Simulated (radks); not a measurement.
Question: All-electron calculation, Dirac Kohn-Sham, BLYP, spin-unpolarised, spherical densities, finite nucleus; open shells fill j = l - 1/2 first; Fermi nuclear charge, rms radius of each element as measured or else 0.836 A^(1/3) + 0.57 fm. Program: a radial shooting solver on a logarithmic mesh with Libxc functionals. Each species is in its NIST ground configuration. Rank Rb3+, Te3+, Tc3+, In3+, Zr3+, Rh3+, Ag3+, I3+, Sr3+, Pd3+, Mo3+, Xe3+, Sn3+, Ru3+, Nb3+, Sb3+, Cd3+ by mean radius of the outermost orbital (bohr), largest first.

Answer: Te3+ 2.19, Sn3+ 2.13, I3+ 2.07, Xe3+ 2.04, Sb3+ 2.03, Zr3+ 1.84, Nb3+ 1.72, Mo3+ 1.61, Rb3+ 1.58, Tc3+ 1.52, Sr3+ 1.50, Ru3+ 1.45, Rh3+ 1.38, Pd3+ 1.32, Ag3+ 1.26, Cd3+ 1.21, In3+ 1.16.
